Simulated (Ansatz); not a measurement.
Relaxed structures of B2SiH5F, singlet (PBE0-D4/def2-TZVP; forces vanish, vibrations not checked; lower isomers may exist, and structures with a doubtful reference or unclear bonds are left out; Å). Program: Ansatz 0.2.0. Basis: def2-TZVPP. Cores are frozen in the correlated methods.

(1) Rank them by CCSD(T) energy, lowest first, and give each one's height above the lowest. Links in brackets join atoms within 1.22 times the sum of their covalent radii (1.1 for two metals). (Judge from chemistry; the value comes from the calculation.)
A.
B₂SiH₅F ([F][B][BH2][SiH3])
```
9
angstrom
B 0.0927 0.9757 -0.2984
B 1.6113 0.6399 -0.4114
F 2.8078 0.2400 -0.4148
Si -0.3945 -0.6363 0.8662
H -0.1064 1.9704 0.3512
H -0.4747 0.8470 -1.3535
H -0.1008 -1.9467 0.2158
H -1.8569 -0.5835 1.1361
H 0.3096 -0.6498 2.1814
```
B.
B₂SiH₅F ([BH2][B]([F])[SiH3])
```
9
angstrom
B -0.2508 1.1357 -1.2709
B 0.8169 0.4578 -0.2207
F 2.1117 0.6577 -0.0216
Si -0.1277 -0.9560 0.9634
H -0.5255 0.5959 -2.3058
H -0.9595 2.0417 -0.9327
H 0.5063 -2.2869 0.7503
H -1.5764 -1.0705 0.6407
H 0.0049 -0.5755 2.3973
```
C.
B₂SiH₅F ([BH2][Si]1([F])[H][BH2]1)
```
9
angstrom
B -0.2863 1.1141 -1.4627
B -0.1842 -0.9797 1.2494
F 1.9762 1.0134 0.4825
Si 0.4823 0.4837 0.2687
H -1.0747 0.4173 -2.0244
H -0.0637 2.2063 -1.8870
H 0.5812 -1.2032 0.1291
H -1.2741 -1.3230 0.8963
H 0.3743 -1.4281 2.2011
```

No T1 diagnostic of these runs exceeds 0.016.

Results:

(1) Computed: A (0.000 eV), B (0.303 eV), C (0.521 eV). Heights count from the lowest.

For scale, one of the runs: CCSD(T)/def2-TZVPP, 205 basis functions, launched by `ansatz run in.yaml --threads 2 --pin off --events-out ev --progress --plain --max-ram 4352MiB`. Time: 70 s of wall clock on 2 CPU threads of an Arm Neoverse V1; the host was shared. Peak host memory: 2.6 GiB.
